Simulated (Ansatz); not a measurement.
Stepwise reaction of `[F][GeH3]` with hydrogen fluoride, as a gas-phase model of exchange steps in deposition or etching. ΔE in kJ/mol; ΔG adds harmonic PBE0-D4 terms to CCSD(T)/CBS, at 1 bar.

Computed with Ansatz on PBE0-D4/def2-TZVP structures; ΔE is electronic, products minus reactants. CBS: MP2 limit from def2 TZ/QZ plus the TZ coupled-cluster correction, frozen cores. This one scheme is used for every species. Functionals use def2-TZVPP. B3LYP here is the variant with VWN-RPA as its local correlation; programs differ in this. For Ge outer-core shells are correlated without core-valence functions, which leaves a few kJ/mol of doubt a bond. Scalar relativity is left out up to krypton.

| step | reaction | PBE-D4 | B3LYP-D4 | ωB97M-V | CCSD(T)/CBS | ΔG(600 K) |
| --- | --- | --- | --- | --- | --- | --- |
| 1 | `[F][GeH3]` + H–F → `[F][GeH2][F]` + H₂ | -49.8 | -53.2 | -52.7 | -47.0 | -46.9 |
| 3 | `[F][GeH]([F])[F]` + H–F → `[F][Ge]([F])([F])[F]` + H₂ | -21.3 | -23.9 | -25.8 | -20.7 | -11.3 |

Problem. Give the row of step 2, `[F][GeH2][F]` + H–F → `[F][GeH]([F])[F]` + H₂. (An estimate is asked.)

Solution. Computed: 
```
step                                        reaction  PBE-D4  B3LYP-D4  ωB97M-V  CCSD(T)/CBS  ΔG(600 K)
   2  `[F][GeH2][F]` + H–F → `[F][GeH]([F])[F]` + H₂   -47.4     -50.1    -51.0        -45.6      -41.5
```

Problem. By hand: ΔE of the 3 steps together at CCSD(T)/CBS.

Solution. (-47.0) + (-45.6) + (-20.7) = -113.3 kJ/mol, or -37.8 kJ/mol a step.

In ΔE step 1 is the lowest and step 3 the highest. All are downhill at CCSD(T)/CBS. ΔG lies between -46.9 and -11.3 kJ/mol a step. PBE-D4 differs from CCSD(T)/CBS by -2.8 to -0.6 kJ/mol a step. Isolated molecules leave out the surface, adducts and barriers. Largest T1 diagnostic: 0.012.
